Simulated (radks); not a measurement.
Problem. The magnesium ion Mg2+, [Ne]. Calculated with a radial shooting solver on a logarithmic mesh with Libxc functionals: non-relativistic Kohn-Sham, LDA (Slater exchange, Perdew-Wang correlation), spin-polarised, spherical densities, point nucleus. Every spin shell is full or empty, so the densities are truly spherical. Functionals are evaluated on that one density, not self-consistently. Rank these exchange functionals by their error against the exact value of the orbitals, and give that value: LDA, B88, PBE, PW91, WC, SOGGA, B86b, EV93, r2SCAN, TASK, MVS.

Solution. Exact: -15.5947 hartree. From best to worst, with 100 (|E| - |E exact|)/|E exact| (equal figures are ties): MVS -0.05, B88 +0.08, PW91 -0.12, B86b +0.15, r2SCAN +0.20, PBE -0.53, WC -1.71, EV93 +1.75, TASK -2.49, SOGGA -3.75, LDA -8.64.
